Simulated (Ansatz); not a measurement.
`Br[SiH]1CO1`. Total charge 0; spin multiplicity 1.

Z-matrix (Å, degrees):
```
Si
C 1 1.796
O 1 1.645 2 51.1
Br 1 2.193 2 122.0 3 101.9
H 1 1.472 2 125.6 3 -99.4
H 2 1.088 1 120.9 3 -99.3
H 2 1.088 1 123.0 3 98.5
```

(1) List the harmonic frequencies (cm⁻¹, unscaled) at PBE0-D4/def2-TZVP in Ansatz. (Estimate.)

(2) Is this a minimum?

(3) Give the ideal-gas thermochemistry at 298.15 K and 1 bar (rigid rotor, harmonic oscillator; point group C1, symmetry number 1).

(4) And at 400, 500, 600, 800 and 1000 K?

## Answers

(1) The calculation gave: 186, 209, 416, 593, 724, 755, 778, 833, 1040, 1104, 1138, 1462, 2292, 3105, 3190.

(2) Yes, all 15 modes are real.

(3) Zero-point energy 106.6 kJ/mol; H(298) − E = 121.8 kJ/mol; entropy 309.9 J/(mol·K), of which translation 170.4, rotation 110.9, vibration 28.6; G(298) − E = 29.4 kJ/mol.

(4) 
```tsv
T (K)	H − E (kJ/mol)	S (J/mol/K)	G − E (kJ/mol)
400	130.2	334.0	-3.4
500	139.7	355.1	-37.8
600	150.2	374.2	-74.3
800	173.2	407.3	-152.6
1000	198.3	435.2	-236.9
```
